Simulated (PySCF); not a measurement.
# Cost of response and excited-state runs on `O=C/N=C\C1=CC1`, C$_{5}$H$_{5}$NO

Atoms are numbered as in `[O:1]=[CH:2]/[N:3]=[CH:4]\[C:5]1=[CH:6][CH2:7]1`; H(Xn) means a hydrogen on atom n.

PySCF with density fitting, on 1 thread of an Arm Neoverse V1, shared host. Command: `OMP_NUM_THREADS=1 python excited_run.py task.json out`

**Question.** How long does each of these runs take, and how much memory?
- excited states, BHandHLYP/cc-pVDZ; two-photon moments; 10 states; quadratic response for 5 states; 0 triplets; core not frozen
- excited states, BHandHLYP/def2-SVPD; two-photon moments; 6 states; quadratic response for 5 states; 0 triplets; IEF-PCM ethanol; fitting basis def2-universal-jkfit
- excited states, BHandHLYP/def2-SVPD; two-photon moments; 6 states; quadratic response for 5 states; 0 triplets
- excited states, BHandHLYP/def2-SVPD; two-photon moments; 4 states; quadratic response for 5 states; 0 triplets
- excited states, KT2/def2-SVP; two-photon moments; 1 states; quadratic response for 5 states; 0 triplets

**Answer.** 
| run | level | basis functions | wall time | peak memory (GiB) |
| --- | --- | --- | --- | --- |
| excited states | BHandHLYP/cc-pVDZ | 123 | 22 s | 0.58 |
| excited states | BHandHLYP/def2-SVPD | 183 | 28 s | 0.7 |
| excited states | BHandHLYP/def2-SVPD | 183 | 26 s | 0.64 |
| excited states | BHandHLYP/def2-SVPD | 183 | 22 s | 0.63 |
| excited states | KT2/def2-SVP | 123 | 16 s | 0.45 |

Times from a shared host are rough.
